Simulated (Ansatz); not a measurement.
The same path of GeH4 + H3Si (9 atoms, charge 0, multiplicity 2) was run twice with different band settings. Lost on the way: Ge1–H2. Made: H2–Si6.

Computed with UKS B3LYP-D4/def2-SVP in Ansatz.

Relaxed end points:

```xyz
9
Properties=species:S:1:pos:R:3
Ge 0.003 0.000 -0.447
H 0.002 0.001 1.097
H 1.455 0.000 -0.961
H -0.723 1.257 -0.963
H -0.723 -1.257 -0.961
Si -0.011 0.000 4.204
H -0.769 -1.195 4.679
H 1.419 -0.067 4.630
H -0.653 1.262 4.675
```

```xyz
9
Properties=species:S:1:pos:R:3
Ge 0.001 0.000 -0.706
H 0.000 0.000 2.555
H 1.470 0.000 -1.194
H -0.734 1.272 -1.193
H -0.734 -1.272 -1.193
Si 0.000 0.000 4.048
H -0.759 -1.182 4.546
H 1.404 -0.066 4.545
H -0.644 1.249 4.546
```

Common settings: movable images 5; climbing image yes; spring 5.0 eV/Å²; start path through a guess of the saddle point; force threshold 0.05 eV/Å; iteration limit 60; end points relaxed.

| run | optimiser |
| --- | --- |
| 1 | quadratic models (default) |
| 2 | lbfgs |

What does each run give, and how far can it be trusted?

Run 1: converged after 9 iterations, highest image 0.108 eV above the first end. A vibrational analysis at the climbing image gives 2 clearly imaginary modes (650i, 52i cm⁻¹): a point of higher order, so a lower path passes nearby.
Run 2: converged after 57 iterations, highest image 0.108 eV above the first end. Another band between the same ends (5 images) ends at a top of the same energy, where a vibrational analysis finds 2 clearly imaginary modes.
